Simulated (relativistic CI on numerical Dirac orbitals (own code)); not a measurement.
These numbers are calculated, not measured: Dirac-Coulomb-Breit CI, KLI orbitals optimised for each configuration, QED by a radiative potential, valence Slater integrals scaled by 0.85, configuration energies shifted to the measured levels that pair with them (semi-empirical) (own radial code, finite nucleus).

Configurations in the expansion (outside the closed core [Ar]): 3d¹⁰, 3d⁹4s, 3d⁹4p, 3d⁸4s², 3d⁹4d, 3d⁹5s, 3d⁹5p, 3d⁸4s4p, 3d⁹4f, 3d⁹5d, 3d⁹5f, 3d⁹5g, 3d⁸4p², 3d⁸4s5s. Levels of other configurations are missing.

Configurations whose levels could be paired with our table of measured levels were shifted onto them, all but the ground configuration, by the median error of their levels; single terms can still be off by 1,000 to 2,000 cm⁻¹ or more, and rates follow the energies as ν³ (E1, M1) or ν⁵ (E2). The others borrow a shift and can be off by several thousand cm⁻¹ or more. The fine structure of a lone outer electron comes out too small, for d and f at times inverted, and misplaced configurations move strength between like terms. 44 of the 56 excited levels that our extract of the measured tables holds in this range could be paired (the sources list more); they are missed by 231 cm⁻¹ on average and 2945 at most, after the shifts were fitted to these levels, and levels without a partner can miss by more.

Outline of the computed level scheme of Zn III. Lowest level of each configuration: 3d¹⁰ ¹S0 at 0.0000 eV; 3d⁹4s ³D3 at 9.6827 eV; 3d⁹4p ³P°2 at 17.1177 eV; 3d⁸4s² ³F4 at 23.5316 eV; 3d⁹5s ³D3 at 26.6416 eV; 3d⁹4d ³S1 at 26.6511 eV.

Some strong electric-dipole decays among the lowest 45 levels: 3d⁹4p ¹P°1 → 3d¹⁰ ¹S0 (2.6e+09 s⁻¹); 3d⁹4d ³G5 → 3d⁹4p ³F°4 (2.4e+09 s⁻¹); 3d⁹4d ³S1 → 3d⁹4p ³P°2 (1.8e+09 s⁻¹); 3d⁹4d ¹G4 → 3d⁹4p ³F°3 (1.7e+09 s⁻¹); 3d⁹4d ³F3 → 3d⁹4p ³D°2 (1.6e+09 s⁻¹); 3d⁹4d ³P2 → 3d⁹4p ³P°2 (1.6e+09 s⁻¹); 3d⁹4d ¹G4 → 3d⁹4p ³D°3 (1.3e+09 s⁻¹); 3d⁹4d ³G3 → 3d⁹4p ³F°2 (1.2e+09 s⁻¹).

Rates of lines that live on the mixing of spin multiplicities can be off by large factors.

LS names give the leading component of a level, which can be under half, so a name can repeat, a term be missing and a line seem to break the LS rules.
